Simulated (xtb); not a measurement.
xtb input (GFN2-xTB):

```bash
xtb mol.xyz --gfn 2 --ohess tight --chrg -1 --uhf 0
```
mol.xyz:
```
3

Ga     0.14399259    -0.00791224     0.01552197
F     -0.25883628     1.36658409    -1.18846557
F      0.15532424    -1.39583275     1.18077966
```

Output:

```
           -------------------------------------------------
          |                Calculation Setup                |
           -------------------------------------------------

           -------------------------------------------------
          |                 G F N 2 - x T B                 |
           -------------------------------------------------

        Reference                      10.1021/acs.jctc.8b01176
      * Hamiltonian:
        H0-scaling (s, p, d)           1.850000    2.230000    2.230000
        zeta-weighting                 0.500000
      * Dispersion:
        s8                             2.700000
        a1                             0.520000
        a2                             5.000000
        s9                             5.000000
      * Repulsion:
        kExp                           1.500000    1.000000
        rExp                           1.000000
      * Coulomb:
        alpha                          2.000000
        third order                    shell-resolved
        anisotropic                    true
        a3                             3.000000
        a5                             4.000000
        cn-shift                       1.200000
        cn-exp                         4.000000
        max-rad                        5.000000

          ...................................................
          :                      SETUP                      :
          :.................................................:
          :  # basis functions                  18          :
          :  # atomic orbitals                  17          :
          :  # shells                            7          :
          :  # electrons                        18          :
          :  max. iterations                   250          :
          :  Hamiltonian                  GFN2-xTB          :
          :  restarted?                      false          :
          :  GBSA solvation                  false          :
          :  PC potential                    false          :
          :  electronic temp.          300.0000000     K    :
          :  accuracy                    1.0000000          :
          :  -> integral cutoff          0.2500000E+02      :
          :  -> integral neglect         0.1000000E-07      :
          :  -> SCF convergence          0.1000000E-05 Eh   :
          :  -> wf. convergence          0.1000000E-03 e    :
          :  Broyden damping             0.4000000          :
          :  net charge                         -1          :
          :  unpaired electrons                  0          :
          ...................................................

 iter      E             dE          RMSdq      gap      omega  full diag
   1    -11.0323012 -0.110323E+02  0.155E+01    5.22       0.0  T
   2    -11.0337421 -0.144088E-02  0.826E+00    5.22       1.0  T
   3    -11.0339394 -0.197324E-03  0.948E-01    4.90       1.0  T
   4    -11.0339512 -0.118610E-04  0.988E-02    4.80       1.0  T
   5    -11.0339515 -0.219933E-06  0.217E-02    4.81       2.7  T
   6    -11.0339515 -0.270236E-07  0.965E-03    4.81       6.0  T
[...]
     1  31 Ga   1.775 --     2 F    0.887     3 F    0.887
     2   9 F    0.895 --     1 Ga   0.887
     3   9 F    0.895 --     1 Ga   0.887
 ---------------------------------------------------------------------------

Topologies differ in total number of bonds
Writing topology from bond orders to xtbtopo.mol

molecular dipole:
                 x           y           z       tot (Debye)
 q only:        0.728       0.135      -0.002
   full:        0.611       0.118      -0.003       1.583
molecular quadrupole (traceless):
                xx          xy          yy          xz          yz          zz
 q only:        4.417       1.121      -3.365      -1.070       7.390      -1.052
  q+dip:        4.076       1.055      -3.247      -1.115       7.676      -0.829
   full:        3.751       1.020      -3.379      -1.375       9.417      -0.372

           -------------------------------------------------
          |                Geometry Summary                 |
           -------------------------------------------------

      molecular mass/u    :      107.7198724
   center of mass at/Å    :        0.3719857       0.0407338       0.0038380
  moments of inertia/u·Å² :        0.3277635E+02   0.1056763E+03   0.1384526E+03
rotational constants/cm⁻¹ :        0.5143230E+00   0.1595214E+00   0.1217574E+00

           -------------------------------------------------
          |               Frequency Printout                |
           -------------------------------------------------
 projected vibrational frequencies (cm⁻¹)
eigval :       -0.00    -0.00     0.00     0.00     0.00     0.00
eigval :       80.78   255.30   305.15
 reduced masses (amu)
   1: 24.92   2: 50.88   3: 48.30   4: 50.54   5: 38.69   6: 21.28   7: 26.05   8: 32.66
   9: 29.84
 IR intensities (km·mol⁻¹)
   1:  5.28   2:  5.13   3:  9.81   4:  8.16   5:  8.23   6:  8.73   7:  5.24   8:191.97
   9:125.43
 Raman intensities (Ä⁴*amu⁻¹)
   1:  0.00   2:  0.00   3:  0.00   4:  0.00   5:  0.00   6:  0.00   7:  0.00   8:  0.00
   9:  0.00
 output can be read by thermo (or use thermo option).
 writing <g98.out> molden fake output.
 recommended (thermochemical) frequency scaling factor: 1.0
           -------------------------------------------------
          |             Thermodynamic Functions             |
           -------------------------------------------------

c2v symmetry found (for desy threshold:  0.10E+00) used in thermo

          ...................................................
          :                      SETUP                      :
          :.................................................:
          :  # frequencies                           3      :
          :  # imaginary freq.                       0      :
          :  linear?                             false      :
          :  only rotor calc.                    false      :
          :  symmetry                              c2v      :
          :  rotational number                       2      :
          :  scaling factor                  1.0000000      :
          :  rotor cutoff                   50.0000000 cm⁻¹ :
          :  imag. cutoff                  -20.0000000 cm⁻¹ :
          :.................................................:

    mode    ω/cm⁻¹     T·S(HO)/kcal·mol⁻¹    T·S(FR)/kcal·mol⁻¹   T·S(vib)
   ------------------------------------------------------------------------
       1     80.78    -1.15439 ( 87.20%)    -0.91377 ( 12.80%)    -1.12359
       2    255.30    -0.50498 ( 99.85%)    -0.57334 (  0.15%)    -0.50508
   ------------------------------------------------------------------------

   temp. (K)  partition function   enthalpy   heat capacity  entropy
                                   cal/mol     cal/K/mol   cal/K/mol   J/K/mol
 298.15  VIB   5.68                 1044.777      5.255      6.852
         ROT  0.265E+05              888.752      2.981     23.217
         INT  0.150E+06             1933.530      8.235     30.069
         TR   0.108E+28             1481.254      4.968     39.922
         TOT                        3414.7837    13.2036    69.9903   292.8393
Note: The following floating-point exceptions are signalling: IEEE_DENORMAL
normal termination of xtb

       T/K    H(0)-H(T)+PV         H(T)/Eh          T*S/Eh         G(T)/Eh
   ------------------------------------------------------------------------
    298.15    0.544180E-02    0.690263E-02    0.332546E-01   -0.263520E-01
   ------------------------------------------------------------------------

         :::::::::::::::::::::::::::::::::::::::::::::::::::::
         ::                  THERMODYNAMIC                  ::
         :::::::::::::::::::::::::::::::::::::::::::::::::::::
         :: total free energy         -11.085348991021 Eh   ::
         ::.................................................::
         :: total energy              -11.058996987401 Eh   ::
         :: zero point energy           0.001460829896 Eh   ::
         :: G(RRHO) w/o ZPVE           -0.027812833516 Eh   ::
         :: G(RRHO) contrib.           -0.026352003620 Eh   ::
         :::::::::::::::::::::::::::::::::::::::::::::::::::::

optimized geometry written to: xtbopt.xyz

           -------------------------------------------------
          | TOTAL ENERGY              -11.058996987401 Eh   |
          | TOTAL ENTHALPY            -11.052094353300 Eh   |
          | TOTAL FREE ENERGY         -11.085348991021 Eh   |
          | GRADIENT NORM               0.000061860051 Eh/α |
          | HOMO-LUMO GAP               5.440690791832 eV   |
           -------------------------------------------------

------------------------------------------------------------------------
------------------------------------------------------------------------
 total:
 SCF:
 ANC optimizer:
 analytical hessian:
```
